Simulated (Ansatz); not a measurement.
Born–Oppenheimer molecular dynamics of F4H2OW (8 atoms, charge 0, multiplicity 1). It starts from a relaxed structure.

All numbers below come from RKS PBE0-D4/def2-SVP (Ansatz 0.2.0).

```
ensemble                      : NVE (velocity Verlet)
time step                     : 1 fs
steps asked                   : 150
starting velocities drawn for : 3000 K
seed                          : 198530
```

First frame:

```xyz
8
Properties=species:S:1:pos:R:3
W -0.182 -0.098 0.021
O -0.394 -0.160 1.863
H -0.373 0.571 2.494
H 1.472 -0.374 -0.230
F 0.277 1.663 0.455
F -1.880 -0.541 -0.619
F 0.025 -1.942 0.073
F 0.015 0.600 -1.689
```

(1) How far do the bonds stretch over the last three quarters of this one trajectory? (Pairs bonded in most of those frames.)

Answers

(1) 
```
 bond  mean (Å)  spread (Å)  shortest  longest
W1–O2     1.879       0.053      1.76     1.97
W1–H4     1.689       0.024      1.64     1.74
W1–F5     1.882       0.067      1.77     2.00
W1–F6     1.891       0.052      1.79     1.97
W1–F7     1.874       0.056      1.77     1.97
W1–F8     1.869       0.058      1.77     1.96
O2–H3     0.987       0.069      0.87     1.10
```

Mean temperature of the second half: 1534 K. The conserved energy wandered by up to 5.2 meV per atom (net 0.5 meV per atom), which is poor conservation. Over the second half the temperature averaged 0.51 of the 3000 K drawn at the start: a run that starts near a minimum puts about half its kinetic energy into the potential. A run of 0.15 ps of so small a system gives no equilibrium averages.

Time of the run: 13 min on 2 threads of Intel(R) Xeon(R) Platinum 8259CL CPU @ 2.50GHz (Skylake/Cascade Lake), with other jobs on the host, peak memory 0.3 GiB.
